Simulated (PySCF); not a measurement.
C2H9NSi3, SMILES [SiH3]C#C[SiH2]N[SiH3]. Heavy atoms are numbered as in [SiH3:1][C:2]#[C:3][SiH2:4][NH:5][SiH3:6]. Hydrogens are named by the atom that carries them.

The structure is a stationary point at PBE-D3(BJ)/def2-SVP. This is a generated structure with no PubChem entry under its InChIKey; it may be hypothetical. The values are those of a single conformer.

Level of theory: PySCF with HF/pcSseg-1.

GIAO shieldings, no solvent; atoms alike by connectivity are averaged. δ = σ(ref) − σ: ²⁹Si against TMS (σ = 393.8 ppm); ¹³C against TMS (σ = 192.6 ppm); ¹⁵N against NH3 (σ = 267.3 ppm); ¹H against TMS (σ = 31.99 ppm), references at their B3LYP-D3(BJ)/def2-TZVP geometries, non-relativistic.

```tsv
nucleus	atoms	count	δ (ppm)
²⁹Si	Si6 (SiH3)	1	-48.8
²⁹Si	Si4 (SiH2)	1	-56.6
²⁹Si	Si1 (SiH3)	1	-85.8
¹³C	C3	1	128.5
¹³C	C2	1	119.4
¹⁵N	N5 (NH)	1	4.5
¹H	H on Si6	3	4.78
¹H	H on Si4	2	4.77
¹H	H on Si1	3	4.41
¹H	H on N5	1	0.39
```
